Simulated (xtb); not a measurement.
B₂Cl₃ (SMILES Cl[B]B(Cl)Cl), doublet, from a rough starting geometry; GFN2-xTB in xtb.

xtb was given this input:
```
$ xtb mol.xyz --gfn 2 --uhf 1 --opt vtight --json

# file mol.xyz
5

Cl     2.57704802    -0.35665782    -0.03560705
B      0.95274598    -0.28868996    -0.07419876
B     -0.58871166    -0.00634953     0.00496208
Cl    -1.08395717     1.69165961     0.24836784
Cl    -1.92813172    -1.12647159    -0.09515143
```

**Question.** Predict the main parts of the log of this xtb run.

**Answer.** 
```
   ID    Z sym.   atoms
    1   17 Cl     1, 4, 5
    2    5 B      2, 3

           -------------------------------------------------
          |                Calculation Setup                |
           -------------------------------------------------

           -------------------------------------------------
          |                 G F N 2 - x T B                 |
           -------------------------------------------------

          ...................................................
          :                      SETUP                      :
          :.................................................:
          :  # basis functions                  38          :
          :  # atomic orbitals                  35          :
          :  # shells                           13          :
          :  # electrons                        27          :
          :  max. iterations                   250          :
          :  Hamiltonian                  GFN2-xTB          :
          :  restarted?                      false          :
          :  GBSA solvation                  false          :
          :  PC potential                    false          :
          :  electronic temp.          300.0000000     K    :
          :  accuracy                    1.0000000          :
          :  -> integral cutoff          0.2500000E+02      :
          :  -> integral neglect         0.1000000E-07      :
          :  -> SCF convergence          0.1000000E-05 Eh   :
          :  -> wf. convergence          0.1000000E-03 e    :
          :  Broyden damping             0.4000000          :
          :  net charge                          0          :
          :  unpaired electrons                  1          :
          ...................................................

 iter      E             dE          RMSdq      gap      omega  full diag
   1    -16.0987662 -0.160988E+02  0.138E+01    1.30       0.0  T
   2    -16.1546409 -0.558747E-01  0.858E+00    1.07       1.0  T
   3    -16.1237492  0.308917E-01  0.361E+00    1.33       1.0  T
   4    -16.1712982 -0.475490E-01  0.135E+00    1.00       1.0  T
   5    -16.1757970 -0.449877E-02  0.630E-01    1.14       1.0  T
   6    -16.1756374  0.159601E-03  0.366E-01    1.14       1.0  T
   7    -16.1758505 -0.213154E-03  0.312E-01    1.14       1.0  T
   8    -16.1760643 -0.213743E-03  0.135E-01    1.15       1.0  T
   9    -16.1761138 -0.495887E-04  0.102E-01    1.15       1.0  T
  10    -16.1761300 -0.161218E-04  0.142E-02    1.15       3.1  T
  11    -16.1761299  0.578229E-07  0.115E-02    1.15       3.9  T
  12    -16.1761298  0.101842E-06  0.115E-02    1.15       3.9  T
  13    -16.1761304 -0.575462E-06  0.226E-03    1.15      19.8  T
  14    -16.1761304 -0.316974E-08  0.840E-04    1.15      53.2  T
  15    -16.1761304 -0.154356E-08  0.585E-04    1.15      76.5  T

   *** convergence criteria satisfied after 15 iterations ***

         :::::::::::::::::::::::::::::::::::::::::::::::::::::
         ::                     SUMMARY                     ::
         :::::::::::::::::::::::::::::::::::::::::::::::::::::
         :: total energy             -16.136351984604 Eh    ::
         :: gradient norm              0.016100023371 Eh/a0 ::
         :: HOMO-LUMO gap              1.149589030669 eV    ::
         ::.................................................::
         :: SCC energy               -16.176128651137 Eh    ::
         :: -> isotropic ES            0.051897938508 Eh    ::
         :: -> anisotropic ES          0.000785825575 Eh    ::
         :: -> anisotropic XC         -0.005382843074 Eh    ::
         :: -> dispersion             -0.004124805917 Eh    ::
         :: repulsion energy           0.039776666533 Eh    ::
         :: add. restraining           0.000000000000 Eh    ::
         :: total charge              -0.000000000000 e     ::
         :::::::::::::::::::::::::::::::::::::::::::::::::::::

      -----------------------------------------------------------
     |                   =====================                   |
     |                        A N C O P T                        |
     |                   =====================                   |
     |               Approximate Normal Coordinate               |
     |                Rational Function Optimizer                |
      -----------------------------------------------------------
      -----------------------------------------------------------
     |                   =====================                   |
     |                        A N C O P T                        |
     |                   =====================                   |
     |               Approximate Normal Coordinate               |
     |                Rational Function Optimizer                |
      -----------------------------------------------------------

          ...................................................
          :                      SETUP                      :
          :.................................................:
          :   optimization level         verytight          :
          :   max. optcycles                   200          :
          :   ANC micro-cycles                  20          :
          :   degrees of freedom                 9          :
          :.................................................:
          :   RF solver                   davidson          :
          :   write xtbopt.log                true          :
          :   linear?                        false          :
          :   energy convergence         0.1000000E-06 Eh   :
          :   grad. convergence          0.2000000E-03 Eh/α :
          :   maxmium RF displ.          1.0000000          :
          :   Hlow (freq-cutoff)         0.1000000E-01      :
          :   Hmax (freq-cutoff)         5.0000000          :
          :   S6 in model hess.         20.0000000          :
          ...................................................

[...]
 * total energy  :   -16.1369241 Eh     change       -0.5721292E-03 Eh
 * total energy  :   -16.1369822 Eh     change       -0.5804758E-04 Eh
 * total energy  :   -16.1370025 Eh     change       -0.2035489E-04 Eh
 * total energy  :   -16.1370373 Eh     change       -0.3477699E-04 Eh
 * total energy  :   -16.1370625 Eh     change       -0.2517580E-04 Eh
 * total energy  :   -16.1370960 Eh     change       -0.3355037E-04 Eh
 * total energy  :   -16.1371236 Eh     change       -0.2756996E-04 Eh
 * total energy  :   -16.1371578 Eh     change       -0.3419887E-04 Eh
 * total energy  :   -16.1371669 Eh     change       -0.9082356E-05 Eh
 * total energy  :   -16.1371721 Eh     change       -0.5217385E-05 Eh
 * total energy  :   -16.1371753 Eh     change       -0.3252283E-05 Eh
 * total energy  :   -16.1371756 Eh     change       -0.2921154E-06 Eh
 * total energy  :   -16.1371757 Eh     change       -0.5364618E-07 Eh
   *** GEOMETRY OPTIMIZATION CONVERGED AFTER 14 ITERATIONS ***
[...]
          :  unpaired electrons                  1          :
          ...................................................

 iter      E             dE          RMSdq      gap      omega  full diag
   1    -16.1807317 -0.161807E+02  0.107E-04    1.20       0.0  T
   2    -16.1807317 -0.725109E-11  0.890E-05    1.20     502.3  T
   3    -16.1807317 -0.104663E-10  0.757E-05    1.20     590.7  T

   *** convergence criteria satisfied after 3 iterations ***

         :::::::::::::::::::::::::::::::::::::::::::::::::::::
         ::                     SUMMARY                     ::
         :::::::::::::::::::::::::::::::::::::::::::::::::::::
         :: total energy             -16.137175687646 Eh    ::
         :: gradient norm              0.000101905310 Eh/a0 ::
         :: HOMO-LUMO gap              1.203156465246 eV    ::
         ::.................................................::
         :: SCC energy               -16.180729855693 Eh    ::
         :: -> isotropic ES            0.052109788760 Eh    ::
         :: -> anisotropic ES          0.000875898132 Eh    ::
         :: -> anisotropic XC         -0.005096712903 Eh    ::
         :: -> dispersion             -0.004135677883 Eh    ::
         :: repulsion energy           0.043554168047 Eh    ::
         :: add. restraining           0.000000000000 Eh    ::
         :: total charge               0.000000000000 e     ::
         :::::::::::::::::::::::::::::::::::::::::::::::::::::

           -------------------------------------------------
          |                Property Printout                |
           -------------------------------------------------

    * Orbital Energies and Occupations

         #    Occupation            Energy/Eh            Energy/eV
      -------------------------------------------------------------
         1        2.0000           -1.0892803             -29.6408
         2        2.0000           -1.0430657             -28.3833
         3        2.0000           -1.0417214             -28.3467
         4        2.0000           -0.5575992             -15.1730
         5        2.0000           -0.5280971             -14.3703
         6        2.0000           -0.5035314             -13.7018
         7        2.0000           -0.5032329             -13.6937
         8        2.0000           -0.4813997             -13.0996
         9        2.0000           -0.4745270             -12.9125
        10        2.0000           -0.4550593             -12.3828
        11        2.0000           -0.4243340             -11.5467
        12        2.0000           -0.4159675             -11.3191
        13        2.0000           -0.4146455             -11.2831
        14        1.0000           -0.3391806              -9.2296 (HOMO)
        15                         -0.2949654              -8.0264 (LUMO)
        16                         -0.1844372              -5.0188
        17                         -0.0786208              -2.1394
        18                         -0.0557916              -1.5182
        19                         -0.0341307              -0.9287
        20                         -0.0315413              -0.8583
        21                         -0.0315402              -0.8583
        22                         -0.0094315              -0.2566
        23                         -0.0056755              -0.1544
        24                          0.0255137               0.6943
        25                          0.0264947               0.7210
       ...                                ...                  ...
        35                          0.9241632              25.1478
      -------------------------------------------------------------
                  HL-Gap            0.0442152 Eh            1.2032 eV
             Fermi-level           -0.3469930 Eh           -9.4422 eV

     #   Z          covCN         q      C6AA      α(0)
     1  17 Cl       0.825    -0.025    99.882    15.289
     2   5 B        1.811     0.234    37.002    12.815
     3   5 B        2.619     0.277    17.686     7.116
     4  17 Cl       0.897    -0.243   106.834    15.813
     5  17 Cl       0.897    -0.243   106.838    15.813

 Mol. C6AA /au·bohr⁶  :       1665.612833
 Mol. C8AA /au·bohr⁸  :      68709.108918
 Mol. α(0) /au        :         66.845156

Wiberg/Mayer (AO) data.
largest (>0.10) Wiberg bond orders for each atom

 ---------------------------------------------------------------------------
     #   Z sym  total        # sym  WBO       # sym  WBO       # sym  WBO
 ---------------------------------------------------------------------------
     1  17 Cl   1.585 --     2 B    1.486
     2   5 B    3.055 --     1 Cl   1.486     3 B    1.397
     3   5 B    3.436 --     2 B    1.397     5 Cl   0.995     4 Cl   0.994
     4  17 Cl   1.166 --     3 B    0.994
     5  17 Cl   1.165 --     3 B    0.995
 ---------------------------------------------------------------------------

Topologies differ in total number of bonds
Writing topology from bond orders to xtbtopo.mol

molecular dipole:
                 x           y           z       tot (Debye)
 q only:        1.375      -0.243      -0.034
   full:        1.510      -0.265      -0.038       3.897
molecular quadrupole (traceless):
                xx          xy          yy          xz          yz          zz
 q only:       -1.573      -0.196      -2.121       0.150      -0.117       3.694
  q+dip:        2.078      -1.372      -4.943       0.029      -0.131       2.864
   full:        0.043      -0.707      -3.291       0.096      -0.120       3.248

optimized geometry written to: xtbopt.xyz

           -------------------------------------------------
          | TOTAL ENERGY              -16.137175687646 Eh   |
          | GRADIENT NORM               0.000101905310 Eh/α |
          | HOMO-LUMO GAP               1.203156465246 eV   |
           -------------------------------------------------

normal termination of xtb
```
